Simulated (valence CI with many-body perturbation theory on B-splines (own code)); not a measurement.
Sensitivity of CI+MBPT for Nb IX

Calculated by relativistic CI+MBPT: five valence electrons over a frozen Dirac-Fock core [Ar] 3d10, radial functions for each j: 6 s, 6 p, 5 d, 3 f, 1 g, with the one-electron correlation potential Σ1, the two-electron term Σ2, the three-electron term Σ3, Breit, model QED; selected CI, second order for the rest, scaled by the run's own slope (own B-spline code, finite nucleus).

No measured spectrum was set against this ion. As an estimate, levels hold to about 250 cm⁻¹ or 0.2 % of their energy and the worst to 1 %, as in measured heavy ions of charge 2 to 7; those with d or f electrons hold less well. Among the levels kept, up to 1200 cm⁻¹ of a level comes from second order outside the variational space, and about a tenth of that is noise between levels of different J, which matters for small intervals.

The reference run has the lowest level 4s2 4p3 4S°_3/2 and an ionisation energy of 158.831 eV. Its largest variational space holds 9998 state functions.

Names give the largest LS component (configuration and term), which can be under half, so a name can repeat, a term be missing and a line seem to break the LS rules; names also repeat where a configuration has a term twice.

Changed runs:
A. correlating orbitals by l 3 3 3 2 1 → 5 2 3 1 0; averaging of valence orbitals over low configurations on → off
B. Breit term on → off; orbitals per symmetry with explicit Σ2 and valence Breit (the others get mean screening factors) 5 → 4
C. scale of Σ1 1 → 0.9; natural orbitals for correlation on → off
D. start configuration 4s2 4p3 → 4s5 (bad on purpose)

Excitation energies of the reference run in cm⁻¹, and shifts in cm⁻¹:

```tsv
Level	Reference	A	B	C
4s2 4p3 2D°_3/2	25175	+415	+39	+795
4s2 4p3 2D°_5/2	32337	+432	+191	+789
4s2 4p3 2P°_1/2	51095	+564	+174	+1141
4s2 4p3 2P°_3/2	63009	+505	+471	+958
4s 4p4 4P_5/2	206215	+92	-34	-280
4s 4p4 4P_3/2	218596	+79	+158	-350
4s 4p4 4P_1/2	222744	+101	+187	-304
4s 4p4 2D_3/2	253852	+395	+137	+411
4s 4p4 2D_5/2	257705	+394	+263	+390
4s 4p4 2S_1/2	289795	+609	+162	+1072
4s 4p4 2P_3/2	292390	+355	+288	+473
4s 4p4 2P_1/2	312006	+474	+582	+690
Ionisation energy (eV)	158.831	-0.046	+0.041	-0.142
```

Run D: It gave no result: a shell was given more electrons than it holds. The program said: "a valence shell holds more than 4l+2 electrons".
